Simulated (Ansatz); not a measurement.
A structure relaxed at PBE0-D4/def2-TZVP, charge 0, multiplicity 1:

```xyz
12

C    -0.6557   -0.2722    1.2106
C    -0.0392   -0.0215   -0.1429
Al   -0.8382   -0.4282   -1.8394
C     1.1826    0.5370   -0.2141
O     1.9527    0.9151    0.8237
H    -1.6427   -0.7300    1.1301
H    -0.0477   -0.9509    1.8232
H    -0.7892    0.6553    1.7828
H    -2.2812   -1.0917   -1.9122
H    -0.0153   -0.0807   -3.1543
H     1.6859    0.7461   -1.1538
H     1.4881    0.7216    1.6463
```

Question: Give its formula and SMILES.

Answer: C3H7AlO, `C/[C]([AlH2])=C\O`.

Question: Point group (tolerance 0.08 Å, 0.16 Å for H)?

Answer: Cs.

Question: Summarise the bond lengths by kind.

Answer: 2 × C–C 1.345 to 1.508 Å; 4 × C–H 1.086 to 1.098 Å; 1 × Al–C 1.919 Å; 2 × Al–H 1.590 Å; 1 × C–O 1.346 Å; 1 × H–O 0.964 Å.

Results of the Gaussian-basis code of Ansatz.
